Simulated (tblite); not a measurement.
Run record: tight-binding relaxation, `NB(Br)N([SiH3])[SiH2]` [radical].

Computed with GFN2-xTB geometry optimisation, gas phase (tblite 0.8.0). Start geometry: from a force field or distance geometry. The command runs a driver script over a list of jobs; the input below is this job's line of settings and its coordinates in Å.

Command:
```bash
OMP_NUM_THREADS=1 python probes_run.py task.json out
```

Input:
```
{"job": {"kind": "relax", "xc": "GFN2-xTB", "basis": "xTB"}, "charge": 0, "multiplicity": 2}
N      1.717000     0.096000    -0.809300
B      0.984000     0.783600     0.342600
Br     1.837300     2.357700     1.247600
N     -0.370200     0.287500     0.835300
Si    -0.210700    -1.431100     1.372900
Si    -1.551000     0.346900    -0.512700
H      1.870100     0.831400    -1.542100
H      2.651800    -0.193200    -0.451600
H     -1.489100    -1.909800     1.900700
H      0.195300    -2.275300     0.236300
H     -2.865900    -0.111200    -0.042700
H     -1.669000     1.729700    -0.987800
H     -1.103900    -0.511600    -1.606900
```

Output:
```
step      E/eV     max force
  0    -495.67984    2.439
  1    -495.89200    1.664
  2    -496.07735    1.334
  3    -496.11183    0.549
  4    -496.14302    0.371
  5    -496.16011    0.612
  6    -496.19200    0.888
  7    -496.23706    0.944
  8    -496.27613    0.723
  9    -496.29737    0.424
... (91 lines left out)
101    -497.51900    0.043
102    -497.51914    0.027
103    -497.51921    0.023
104    -497.51926    0.019
105    -497.51932    0.023
106    -497.51940    0.027
107    -497.51950    0.028
108    -497.51958    0.027
109    -497.51962    0.015
110    -497.51964    0.009
```

«max force» is the largest atomic force in eV/Å.

**Question.** From which step on does the largest force stay under 0.1 eV/Å, and how much energy is left to gain from there?

**Answer.** From step 92 (0.099 eV/Å), 5.5 meV above the end.

Summary of the converged run: energy lowered by 42.4 kcal/mol over 110 steps; largest atomic force 0.009 eV/Å at the end.

The run took 0.69 s on one thread, Arm Neoverse V2 (aarch64), on a shared host.
Labels such as C1 count atoms from 1, the log's own numbers from 0.
